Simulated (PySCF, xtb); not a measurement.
C2H2N3, SMILES n1c[nH]n[c]1, multiplicity 2.

Harmonic wavenumbers (cm⁻¹) from xtb with GFN2-xTB at its own minimum, in rising order: 588, 630, 638, 799, 859, 932, 1028, 1068, 1167, 1295, 1334, 1365, 1470, 3174, 3416.

What does B3LYP-D3(BJ)/def2-SVP (PySCF 2.14.0) give at its own minimum? (Estimate from the structure and the level; the computed values follow.)

588, 669, 680, 851, 934, 984, 1066, 1141, 1251, 1312, 1372, 1458, 1513, 3249, 3628. Paired by order, the mean absolute difference is 62 cm⁻¹ and the zero-point energies are 28.3 and 29.6 kcal/mol.
